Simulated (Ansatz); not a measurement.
Cost and result for the atomization energy of C₂H₁₀GeSi (`C[CH2][GeH2][SiH3]`) (14 atoms, 13 bonds).

Cartesian coordinates in Å:
```
C 1.167 1.461 -0.401
C 1.197 0.363 0.652
Ge -0.581 -0.388 1.037
Si -1.528 -1.400 -0.900
H 0.527 2.292 -0.094
H 0.785 1.093 -1.357
H 2.166 1.866 -0.583
H 1.845 -0.460 0.340
H 1.602 0.740 1.595
H -0.479 -1.436 2.165
H -1.510 0.742 1.531
H -0.647 -2.499 -1.384
H -1.672 -0.405 -1.998
H -2.871 -1.968 -0.604
```

Total charge 0; spin multiplicity 1. Correlated methods include outer-core shells of Ge, which these sets cover unevenly. Scalar relativity is left out up to krypton. Geometry: relaxed with PBE0-D4/def2-TZVP. It is one conformer, not always the lowest. Program: Ansatz. All runs use 2 threads of an AMD EPYC 7R13 on a shared host and a share of an NVIDIA H100 80 GB. Times are those of one run each, without the atoms' runs, and a repeat can differ threefold. Electronic energies, without spin–orbit coupling; frozen cores. CCSD(T)/CBS adds CCSD(T) − MP2 in def2-TZVPP to the MP2 limit, and its time is that of the two runs behind it. T1 = 0.011. With those shells the extrapolation isn't a true limit. B3LYP takes the VWN-RPA correlation (the form of Gaussian; ORCA's B3LYP/G).

CCSD(T)/CBS is a level of theory with its own doubt, some kJ/mol a heavy atom from the limit and from the frozen cores, so smaller differences don't rank the functionals.

| level | functions | wall time |
| --- | --- | --- |
| PBE0-D4/def2-TZVPP | 292 | 1.8 s |
| PBE-D4/def2-TZVPP (with forces) | 292 | 2.1 s |
| B3LYP-D4/def2-TZVPP (with forces) | 292 | 2.4 s |
| r2SCAN-D4/def2-TZVPP (with forces) | 292 | 2.6 s |
| B2PLYP/def2-TZVPP | 292 | 2.8 s |
| ωB97X-V/def2-TZVPP | 292 | 3 s |
| CCSD(T)/def2-TZVPP | 292 | 4.2 s |
| ωB97M-V/def2-TZVPP (with forces) | 292 | 4.6 s |
| MP2/def2-QZVPP | 573 | 10 s |
| CCSD(T)/CBS(def2) | – | 14 s |

(1) What atomization energy does each give, and how far from CCSD(T)/CBS? (Estimate.)

Results:

(1) The calculation gave: 
```tsv
level	atomization (kJ/mol)	difference from CCSD(T)/CBS	per bond
PBE0-D4/def2-TZVPP	4605.4	-29.8	-2.3
PBE-D4/def2-TZVPP (with forces)	4623.8	-11.4	-0.9
B3LYP-D4/def2-TZVPP (with forces)	4618.3	-16.9	-1.3
r2SCAN-D4/def2-TZVPP (with forces)	4627.0	-8.2	-0.6
B2PLYP/def2-TZVPP	4565.8	-69.4	-5.3
ωB97X-V/def2-TZVPP	4646.4	11.2	0.9
CCSD(T)/def2-TZVPP	4545.6	-89.6	-6.9
ωB97M-V/def2-TZVPP (with forces)	4616.9	-18.3	-1.4
MP2/def2-QZVPP	4574.5	-60.7	-4.7
CCSD(T)/CBS(def2)	4635.2	0.0	0.0
```

In def2-TZVPP, CCSD(T) changes the Hartree–Fock value by +1030.0 kJ/mol (the triples alone add +43.5 kJ/mol) and MP2 by +1006.9 kJ/mol; breaking electron pairs costs correlation energy, which Hartree–Fock lacks. From PBE to PBE0 (25 % exact exchange), in def2-TZVPP and without D4, the atomization energy moves by −14.4 kJ/mol: exact exchange takes away binding that semilocal exchange gives to molecules. The D4 term adds +45.0 kJ/mol with B3LYP and +24.0 kJ/mol with PBE0; it sums over pairs of atoms, weighted by their polarisabilities, and B3LYP, whose exchange is more repulsive, gets the larger term.
